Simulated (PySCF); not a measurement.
# Molecular orbitals of CaS

r²SCAN at R = 2.301 Å; Ca x2c-SVPall, S x2c-SVPall; spin-free X2C with a Gaussian nucleus (PySCF 2.14). State: ¹Σ⁺ (singlet), closed shell. Only the outer orbitals are listed, counted within each symmetry.

```json
{"orbital": "7σ", "occ.": "2", "ε (eV)": "-47.00", "on Ca (%)": "100", "main shells (%)": "100 Ca s"}
{"orbital": "3π", "occ.": "2", "ε (eV)": "-27.27", "on Ca (%)": "100", "main shells (%)": "100 Ca p"}
{"orbital": "3π", "occ.": "2", "ε (eV)": "-27.27", "on Ca (%)": "100", "main shells (%)": "100 Ca p"}
{"orbital": "8σ", "occ.": "2", "ε (eV)": "-27.14", "on Ca (%)": "98", "main shells (%)": "98 Ca p"}
{"orbital": "9σ", "occ.": "2", "ε (eV)": "-13.76", "on Ca (%)": "7", "main shells (%)": "93 S s"}
{"orbital": "10σ", "occ.": "2", "ε (eV)": "-4.35", "on Ca (%)": "26", "main shells (%)": "72 S p, 17 Ca s, 9 Ca d"}
{"orbital": "4π", "occ.": "2", "ε (eV)": "-3.95", "on Ca (%)": "21", "main shells (%)": "79 S p, 16 Ca d"}
{"orbital": "4π", "occ.": "2", "ε (eV)": "-3.95", "on Ca (%)": "21", "main shells (%)": "79 S p, 16 Ca d"}
{"orbital": "11σ", "occ.": "0", "ε (eV)": "-2.39", "on Ca (%)": "91", "main shells (%)": "66 Ca s, 21 Ca p, 9 S p"}
{"orbital": "12σ", "occ.": "0", "ε (eV)": "-0.46", "on Ca (%)": "95", "main shells (%)": "65 Ca d, 27 Ca p"}
{"orbital": "5π", "occ.": "0", "ε (eV)": "-0.22", "on Ca (%)": "98", "main shells (%)": "49 Ca d, 49 Ca p"}
```

Which are the highest filled and the lowest empty level, where do they sit, and how wide is the gap?

Highest filled 4π at -3.95 eV (in %: 79 S p, 16 Ca d); lowest empty 11σ at -2.39 eV (in %: 66 Ca s, 21 Ca p, 9 S p); the gap at r²SCAN is 1.56 eV.

The bond order (Mayer) is 2.22, the ⟨S²⟩ is 0.000 and the charge on Ca (Mulliken, basis-dependent) is 0.56. The charge on Ca (Löwdin, basis-dependent) is 0.24 and the dipole moment (positive dipole means Ca(−)S(+)) is -9.65 D.
